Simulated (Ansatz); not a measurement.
Bond stretch in CH (cation, charge +1), singlet.

Method: Ansatz (a first-principles code) with full CI/aug-cc-pVDZ, frozen core.

Problem. Relative to R = 1.14 Å, what are the energies at R = 0.95, 1.04, 1.42, 2.82 Å?

Solution. 78.1 kJ/mol at 0.95 Å, 19.1 kJ/mol at 1.04 Å, 60.0 kJ/mol at 1.42 Å, 359.2 kJ/mol at 2.82 Å.
